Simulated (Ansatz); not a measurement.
C$_{2}$H$_{3}$N$_{3}$ (SMILES c1nc[nH]n1), singlet, geometry from GFN2-xTB; HF/aug-cc-pVDZ in Ansatz (a quantum-chemistry and plane-wave program).

Ansatz was given this input:
Ansatz 0.2 input:
```yaml
crystal:
  periodic: [false, false, false]
  atoms:
    - {symbol: C, position_ang: [1.11923740, -0.03272439, -0.00697492]}
    - {symbol: N, position_ang: [0.42204774, 1.12248960, 0.01417623]}
    - {symbol: C, position_ang: [-0.82487582, 0.72748791, 0.01555713]}
    - {symbol: N, position_ang: [-0.87641108, -0.61852814, -0.00407798]}
    - {symbol: N, position_ang: [0.36888823, -1.10715438, -0.01853564]}
    - {symbol: H, position_ang: [2.18839575, -0.06992044, -0.01372567]}
    - {symbol: H, position_ang: [-1.68578985, 1.36316596, 0.02996358]}
    - {symbol: H, position_ang: [-1.67044963, -1.23947616, -0.00866946]}
basis:
  gaussian:
    orbitals: aug-cc-pVDZ
    fitting: {mean_field: cc-pVTZ-JKFIT}
hamiltonian:
  xc: hf
```

Task: Write the output that Ansatz gives for this input, abridged.

Result: 
```
Functional definition: HF
485 factors; integrals over basis functions are off by at most 2.1e-1 eV
mean field evaluation 1: about -6550.3642 eV, gradient 3.5e1 eV
mean field evaluation 2: about -6552.9596 eV, gradient 1.7e1 eV
mean field evaluation 4: about -6553.6175 eV, gradient 1.5e0 eV
mean field evaluation 8: about -6553.6241 eV, gradient 1.1e-5 eV
mean field -6553.62405649 eV, -240.8412418701 hartree, gradient 1.1e-5 eV, S^2 0.000000; 0 other end points of the search recorded, 0 dependent functions left out
reference -6553.62405649 eV, -240.8412418701 hartree; 18, 18 occupied and 124, 124 virtual orbitals, 485 factors
Total energy: -6553.62405649 eV, -240.8412418701 hartree
```
